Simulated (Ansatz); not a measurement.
Geometry optimisation, Ansatz 0.2.0, RKS PBE0-D4/def2-SVP.

input.yaml

```yaml
crystal:
  periodic: [false, false, false]
  atoms:
    - { symbol: Si, position_ang: [0.2396, 1.2028, 0.2166] }
    - { symbol: "N", position_ang: [-0.3922, -0.3856, 0.3266] }
    - { symbol: C, position_ang: [-0.0268, -1.3743, -0.5274] }
    - { symbol: S, position_ang: [-0.5164, -2.9104, -0.343] }
    - { symbol: H, position_ang: [-0.1724, 1.7678, -1.1462] }
    - { symbol: H, position_ang: [-0.4531, 2.0528, 1.2766] }
    - { symbol: H, position_ang: [1.6883, 1.2373, 0.3741] }
    - { symbol: H, position_ang: [-1.0113, -0.5688, 1.0579] }
    - { symbol: H, position_ang: [-0.61797, -4.27449, -0.52559] }
basis:
  gaussian: { orbitals: def2-SVP }
hamiltonian:
  xc: pbe0
  dispersion: d4
relax:
  f_tol: 0.02
  max_steps: 50
```

Command:

```bash
$ ansatz run input.yaml --threads 2 --pin off --max-ram 3072MiB --backend cpu --events-out ev --progress --plain --runs-dir out
```

**Question.** Where does it end, and by what steps?

**Answer.** The run converged. After 8 steps the energy has fallen by 3.242 eV; H9 moved furthest, 0.88 Å.

| step | energy less start (eV) | largest force component (eV/Å) | accepted |
| --- | --- | --- | --- |
| 0 | 0.0000 | 4.881 | yes |
| 1 | -1.7073 | 3.602 | yes |
| 2 | -2.6415 | 2.007 | yes |
| 3 | -2.9702 | 1.195 | yes |
| 4 | -3.1580 | 0.616 | yes |
| 5 | -3.2251 | 0.418 | yes |
| 6 | -3.2261 | 0.621 | yes |
| 7 | -3.2277 | 0.447 | yes |
| 8 | -3.2424 | 0.015 | yes |

```xyz
9
Properties=species:S:1:pos:R:3
Si 0.225 1.134 0.123
N -0.477 -0.462 0.476
C -0.083 -1.426 -0.350
S -0.787 -2.963 0.016
H -0.165 1.569 -1.244
H -0.357 2.063 1.142
H 1.704 1.087 0.269
H -1.135 -0.605 1.257
H -0.187 -3.649 -0.980
```

Run time: 20 s on 2 threads of Arm Neoverse V2, with other jobs on the host, peak memory 0.18 GiB.
